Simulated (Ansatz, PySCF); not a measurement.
Acid–base and redox partners of NC=O. All species are isolated molecules in the gas phase. One relaxed conformer stands for each flexible species; it need not be the lowest. Strings in code marks are SMILES.

Quantity: electronic energy of isomers of CH2NO (charge -1) relative to `[NH-]C=O` (H–N–C–O torsion 0°), in kJ/mol. Levels without diffuse functions put anions too high.

Level 1: frozen-core MP2/aug-cc-pVTZ // r2SCAN-D4/def2-TZVPD (Ansatz, a program for electronic structure)
Level 2: PBE/6-31G* // r2SCAN-D4/def2-TZVPD (PySCF)
Level 3: HF/STO-3G // r2SCAN-D4/def2-TZVPD (PySCF)
Level 4: HF/aug-cc-pVTZ // r2SCAN-D4/def2-TZVPD (Ansatz)

```csv
species,level 1,level 2,level 3,level 4
`N[C-]=O` (not the most acidic site),132.1,182.8,145.1,124.9
```
